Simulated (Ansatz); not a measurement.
C2H8Si2, SMILES `[SiH3]/C=C\[SiH3]` (charge 0, multiplicity 1).

Cartesian coordinates (Å):
SMILES: C(/[SiH3])=C/[SiH3]
```xyz
12

Si    -1.7906    -0.4970     0.2110
C     -0.6459     0.9781     0.3495
C      0.6686     1.0197     0.0959
Si     1.7804    -0.3990    -0.4108
H     -1.2882    -1.4748    -0.7795
H     -1.9448    -1.1750     1.5212
H     -3.1241    -0.0142    -0.2198
H     -1.1260     1.9078     0.6569
H      1.1702     1.9813     0.2102
H      1.2520    -1.6938     0.0730
H      3.1219    -0.1739     0.1780
H      1.9264    -0.4594    -1.8856
```
Charge 0, multiplicity 1.

Frozen-core energies in 6-31g from Ansatz (a first-principles code) at a geometry from B3LYP-D3(BJ)/def2-TZVP; the HF reference has <S^2> = 0.00 (restricted, and unstable towards unrestricted orbitals) and the T1 diagnostic is 0.011.

| level | energy (Ha) |
|---|---|
| HF | -658.05828 |
| MP2 | -658.34846 |
| CCSD | -658.40326 |
| CCSD(T) | -658.41246 |

**Question.** Estimate the energies of CCSDT and CCSDT(Q), and give each level's difference from CCSDT(Q).

**Answer.** 
| level | energy (Ha) | difference from CCSDT(Q) (mHa) |
|---|---|---|
| MP2 | -658.34846 | 65.54 |
| CCSD | -658.40326 | 10.74 |
| CCSD(T) | -658.41246 | 1.54 |
| CCSDT | -658.41335 | 0.65 |
| CCSDT(Q) | -658.41400 | 0.00 |
